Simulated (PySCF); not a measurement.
Ligand exchange on a metal centre used in film growth or etching (Zn Cl-CH3). Gas-phase values, no solvent. One relaxed conformer stands for each flexible species; it need not be the lowest.

Method: B3LYP-D3(BJ)/def2-TZVP // TPSS-D3(BJ)/def2-SVP (PySCF). B3LYP has the VWN-RPA correlation part, as in Gaussian. 

```json
[
 {"species": "0 of 2 Cl replaced by CH3 ([Zn(Cl)2])", "charge on the central atom (Mulliken) (e)": "[?]", "LUMO (eV)": "-2.12", "mean distance from the central atom to its bonded neighbours (Å)": "2.104", "HOMO–LUMO gap (eV)": "6.74"},
 {"species": "1 of 2 Cl replaced by CH3 ([Zn(Cl)(CH3)])", "charge on the central atom (Mulliken) (e)": "0.45", "LUMO (eV)": "-0.87", "mean distance from the central atom to its bonded neighbours (Å)": "[?]", "HOMO–LUMO gap (eV)": "7.49"},
 {"species": "2 of 2 Cl replaced by CH3 ([Zn(CH3)2])", "charge on the central atom (Mulliken) (e)": "0.39", "LUMO (eV)": "-0.11", "mean distance from the central atom to its bonded neighbours (Å)": "[?]", "HOMO–LUMO gap (eV)": "6.83"}
]
```

Q: Some entries are withheld; supply them.

A: 
- 0 of 2 Cl replaced by CH3 ([Zn(Cl)2]), charge on the central atom (Mulliken) (e): 0.60
- 1 of 2 Cl replaced by CH3 ([Zn(Cl)(CH3)]), mean distance from the central atom to its bonded neighbours (Å): 2.030
- 2 of 2 Cl replaced by CH3 ([Zn(CH3)2]), mean distance from the central atom to its bonded neighbours (Å): 1.952
